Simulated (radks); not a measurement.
Numerical settings for neutral bismuth, [Hg] 6p3. Method: scalar-relativistic Kohn-Sham, PBE, spin-polarised, spherical densities, point nucleus; open shells are filled with parallel spins first (spin-orbit coupling, left out, can overturn this in heavy ions); computed with a radial shooting solver on a logarithmic mesh with Libxc functionals. The defaults (mesh step 0.008 in ln r, mesh end at 40 bohr or more with all orbitals vanishing there, Anderson mixing 0.5 over 9 steps, residual threshold near 1e-9 with the energy settled to 1e-9 hartree or 1e-11 of itself, here a cap of 67 iterations) give E = -21530.821 hartree and 6p at -5.179 eV in 14 iterations. Run on one thread of a shared host, so times are rough (Arm Neoverse N1): 0.42 s of CPU time, 0.42 s wall, 14 iterations on 2728 mesh points. Changes against that run (0 stands for a change within the tolerance of the run):

| setting | iterations | converged | E (mhartree) | e(6p) (meV) | CPU (s) |
|---|---|---|---|---|---|
| mesh step in ln r 0.05 | 14 | yes | +0.175 | -0.00465 | 0.1 |
| mesh step in ln r 0.2 | 4 | no | diverged | - | 0.02 |
| mesh step in ln r 0.005 | 14 | yes | 0 | 0 | 0.65 |
| mesh end (bohr) 2 | 13 | level above zero | +2.12e+04 | +1.31e+05 | 0.32 |
| mesh end (bohr) 400 | 14 | yes | 0 | 0 | 0.42 |
| residual threshold 0.1 | 9 | yes | 0 | +0.0549 | 0.31 |
| residual threshold 0.001 | 9 | yes | 0 | +0.0549 | 0.31 |
| mixing 0.05 | 19 | yes | 0 | 0 | 0.54 |
| linear mixing, mixing 0.5 | 30 | yes | 0 | 0 | 0.7 |
| linear mixing, mixing 0.2 | 67 | no | 0 | 0 | 1.5 |
| mixing history 2 | 18 | yes | 0 | 0 | 0.49 |
| iteration cap 5 | 5 | no | +6.06 | +3.93 | 0.18 |

Settled on a wrong energy, with an occupied level pushed above zero by the early mesh end: mesh end (bohr) 2 (+21.2 hartree). Apart from these: no run marked as converged misses the energy by more than 1 mhartree. A mesh that ends early acts as a hard wall.
